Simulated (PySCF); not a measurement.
# From computed data to an observable: chemical shift, span and skew from a shielding tensor

B(Cl)(Me)(SiH3) (CH6BClSi), SMILES CB([SiH3])Cl. Atoms are numbered in the order given.

```xyz
10

B     -0.0129    -0.2237     0.3632
Cl     1.6347    -0.2763    -0.2878
C     -0.3494    -0.9844     1.6829
H     -1.0862    -1.7769     1.4471
H     -0.8731    -0.3152     2.3893
H      0.5143    -1.4449     2.1846
Si    -1.3627     0.8467    -0.7156
H     -2.7373     0.7957    -0.1288
H     -1.4327     0.3297    -2.1168
H     -0.9376     2.2794    -0.7774
```

The structure is a stationary point at B3LYP-D3(BJ)/def2-SVP. This is a generated structure with no PubChem entry under its InChIKey; it may be hypothetical.

GIAO shieldings from PBE/pcSseg-1 run with PySCF, non-relativistic, no solvent. The symmetric part of the tensor of C3 has the principal values 120.3, 160.6, 178.2 ppm. The same nucleus in TMS has σ = 182.0 ppm at this level (PySCF, at its B3LYP-D3(BJ)/def2-TZVP geometry). Without spin–orbit terms, shifts of atoms bonded to Cl or Br come out too high.

Problem. Work out the isotropic shielding, the ¹³C shift against TMS, the span and the skew.

Solution. 
σ(iso) = (σ11 + σ22 + σ33)/3 = 153.0 ppm. δ = σ(ref) − σ(iso) = 182.0 − (153.0) = 29.0 ppm.
Span Ω = σ33 − σ11 = 57.9 ppm. Skew κ = 3(σ(iso) − σ22)/Ω = -0.39. Tumbling in solution averages the tensor to δ; in a static solid the shielding alone would spread this spin-1/2 line over Ω.
